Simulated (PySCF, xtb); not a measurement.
Si(Cl)(Me) (CH3ClSi), SMILES C[Si]Cl (connectivity only; charge and spin as stated), neutral, multiplicity 1.

Harmonic wavenumbers (cm⁻¹) from GFN2-xTB run with xtb at its own minimum, in rising order: 78, 203, 404, 694, 723, 824, 1360, 1467, 1480, 2993, 2994, 3024.

Q: What does PySCF 2.14.0 with B3LYP-D3(BJ)/def2-TZVP give at its own minimum? (Estimate from the structure and the level; the computed values follow.)

A: 91, 234, 478, 570, 651, 775, 1255, 1429, 1441, 3005, 3072, 3096. Paired by order, the mean absolute difference is 59 cm⁻¹ and the zero-point energies are 23.2 and 23.0 kcal/mol.
